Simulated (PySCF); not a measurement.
Dipole moment and polarisability of `F[C@@H]1C[C@]1(F)OC(F)(F)F`

Species: C4H3F5O.
Geometry (PBE0-D3(BJ)/def2-SVP, Å), atoms numbered from 1 in this order:
```
atom  x, y, z in Å
F1    -0.374    1.909    0.523
C2    -0.982    0.976   -0.233
C3    -1.696   -0.151    0.474
C4    -0.421   -0.402   -0.243
F5    -0.448   -1.091   -1.400
O6     0.668   -0.703    0.537
C7     1.908   -0.376    0.081
F8     2.386   -1.316   -0.724
F9     2.702   -0.275    1.128
F10    1.917    0.771   -0.587
H11   -1.396    1.369   -1.167
H12   -2.617   -0.538    0.034
H13   -1.634   -0.152    1.565
```

Level: CAM-B3LYP/def2-SVPD (PySCF), static field, nuclei fixed, core orbitals frozen in the response. The polarisability tensor in these axes (au):

```
x   60.05 -1.06 -0.17
y   -1.06 51.66  0.53
z   -0.17  0.53 50.19
```

**Question.** Give the principal values, the mean and the anisotropy Δα = √{½[(α1 − α2)² + (α2 − α3)² + (α1 − α3)²]}.

**Answer.** Principal values 50.02, 51.70 and 60.19 au; mean 53.97 au = 8.00 Å³ = 8.90 × 10⁻⁴⁰ C²·m²/J; Δα = 9.44 au (17 % of the mean).

**Question.** What is the dipole moment, and where does it point?

**Answer.** (-2.81, 0.13, 0.00) D, 2.81 D in size, pointing from the negative to the positive side. Measured along this direction, the outermost atoms are F9 at the negative end and H12 at the positive end.

**Question.** What would n − 1 = 2πNα be for an ideal gas of these molecules at 500 K and 1 atm, electronic part alone?

**Answer.** N = p/kT = 1.4678 × 10¹⁹ cm⁻³, so n − 1 = 2π × N × 8.00 × 10⁻²⁴ cm³ = 738 × 10⁻⁶ at long wavelengths.

**Question.** Rayleigh depolarisation ratio (linearly polarised light, static tensor)?

**Answer.** ρ = 3Δα²/(45ᾱ² + 4Δα²) = 267.5/(131063 + 356.6) = 0.00204.

**Question.** Directions of the eigenvectors, and the extent of the frame along each?

**Answer.** Largest value along (0.99, -0.13, -0.02), where the nuclei span 5.22 Å; middle along (0.13, 0.94, 0.32), 3.44 Å; least along (-0.02, -0.32, 0.95), 3.08 Å. The response follows the extents in order.

**Question.** Sum over states: ᾱ = Σ f/ω², ω in Eh. What share falls to these 10 lowest TDDFT singlets (eV, f)? 8.02, 0.0034; 8.68, 0.0192; 8.74, 0.0108; 9.23, 0.0035; 9.31, 0.0120; 9.43, 0.0065; 9.61, 0.0489; 10.05, 0.0603; 10.19, 0.0230; 10.24, 0.0317.

**Answer.** They add up to 1.74 au, 3.2 % of the 53.97 au; the largest single term is 0.44 au, from the state at 10.05 eV. Terms in order: 0.04, 0.19, 0.10, 0.03, 0.10, 0.05, 0.39, 0.44, 0.16, 0.22 au. Higher excitations give the rest. The strengths listed sum to 0.219.

Geometry: PBE0-D3(BJ)/def2-SVP, one conformer, isolated molecule.

These values come from a run that also computed excited states and ΔSCF ions. Hardware: one thread, x86-64 server, shared host. Cost: 2.0 min.
